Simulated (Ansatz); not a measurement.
C₅H₅F₃O₃ (`CO/C(O)=C\C(=O)C(F)(F)F`). Charge 0, multiplicity 1.

Z-matrix (Å, degrees):
```
C
O 1 1.427
H 1 1.087 2 105.6
H 1 1.091 2 110.5 3 118.6
H 1 1.094 2 112.0 3 -118.3
C 2 1.328 1 117.8 3 -166.9
C 6 1.348 2 123.9 1 133.4
O 6 1.339 2 116.9 1 -48.7
C 7 1.444 6 129.7 2 -10.5
H 7 1.082 6 116.4 2 169.5
H 8 0.964 6 109.9 2 -19.6
O 9 1.209 7 122.0 6 174.7
C 9 1.555 7 121.4 6 -7.0
F 13 1.344 9 111.7 7 -50.2
F 13 1.336 9 111.6 7 70.9
F 13 1.323 9 110.3 7 -169.4
```

Question: What are the harmonic wavenumbers in cm⁻¹ at PBE0-D4/def2-TZVP (Ansatz, finite differences of forces, unscaled)? (Estimate.)

Answer: The calculation gave: 35, 53, 87, 112, 152, 168, 224, 262, 292, 343, 377, 390, 470, 531, 554, 635, 694, 739, 754, 786, 872, 901, 1103, 1168, 1172, 1180, 1198, 1211, 1241, 1283, 1369, 1420, 1483, 1488, 1508, 1729, 1780, 3046, 3127, 3183, 3231, 3831.

Question: Is this a minimum?

Answer: Yes, all 42 modes are real.

Question: Give the ideal-gas thermochemistry at 298.15 K and 1 bar (rigid rotor, harmonic oscillator; point group C1, symmetry number 1).

Answer: Zero-point energy 276.2 kJ/mol; H(298) − E = 308.0 kJ/mol; entropy 443.7 J/(mol·K), of which translation 172.9, rotation 126.1, vibration 144.7; G(298) − E = 175.7 kJ/mol. Modes under 100 cm⁻¹ are hindered rotations or soft bends, so the harmonic entropy is rough.
